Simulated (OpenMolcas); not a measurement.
Pd2+ in tetrahedral coordination: ligands and hosts compared

```
Program             : OpenMolcas
Method              : SS-CASPT2, IPEA 0.25 Eh, imaginary shift 0.1 Eh
Active space        : 8 electrons in 5 orbitals (4d)
Spin-orbit coupling : RASSI with atomic mean-field integrals over the reference wave functions
```

Distances were set from a Shannon-type radius of the metal (high-spin where two are listed) plus a fixed donor radius (H2O 1.36, S 1.78, Cl 1.76 Å). Anionic complexes are neutralised by point charges, and hosts are embedded clusters. Ligand basis ANO-RCC-VDZP. States (labels of the rotation group of each site). Energies in cm-1 above the lowest state or level, χT in cm3 K/mol; under a threefold ground state the first gap can be a small split of the lowest multiplet, not the spin-orbit step.

| Ligand or host | R (Å) | Metal basis | Outer charge (e at Å behind ligand) | Ground state | First state of that spin | First gap with spin-orbit (degeneracies) | χT at 300 K | First state of another spin |
| --- | --- | --- | --- | --- | --- | --- | --- | --- |
| H2O | 2 | ANO-RCC-VDZP |  | 2S+1 = 3 | 1810 | 610 (1, 1) | 1.478 | 2S+1 = 1: 8020 |
| S | 2.42 | ANO-RCC-VDZP | 1.5 at 2.8 | 3T1 | 3T2 3250 | 680 (1, 3) | 1.656 | 1T2 240 |
| Cl | 2.4 | ANO-RCC-VDZP | 0.5 at 2.6 | 3T1 | 3T2 5090 | 720 (1, 3) | 1.557 | 1T2 5380 |

The rows also differ in their outer charges, so part of each step comes from that.

Roots that are degenerate in the reference are averaged as groups; the widest CASPT2 spread within a group is 2300 cm-1 (the 3-fold group of multiplicity 1 near 2060 cm-1 above the lowest state of its run, S). Shifts and gaps below about the spread of the groups concerned are not significant. Over all roots computed the reference weight is 0.75 to 0.76 in H2O, 0.61 to 0.69 in S, 0.70 to 0.73 in Cl; the roots of lowest weight are the least certain, and an intruder state may touch them. Real 4d8 and 5d8 ions are as a rule square planar and diamagnetic. Ligand-to-metal charge-transfer states are missing. With no ligand orbital active B as a rule stays too high, so bands that hang on it stand too high and its fall with covalency is understated. With one d shell and no ligand orbital active, 10Dq can be off by a tenth or more. An orbital doublet at a regular site is open to a Jahn-Teller distortion, which this geometry leaves out (holds for H2O). An orbital triplet at a regular site is open to Jahn-Teller coupling, which can distort the site and quench the lowest spin-orbit gaps and is left out (holds for S; Cl). The least metal-like active orbital is 83 % on the metal (Löwdin) and no ligand orbital is active, so the numbers are rough (holds for S). The sulfide ions are held by bare point charges, a crude embedding (holds for S). No measured value stands beside these numbers; the geometry is a model, was not optimised and need not be the one that this ion takes.

A state without a sure symmetry label is named by its multiplicity alone.
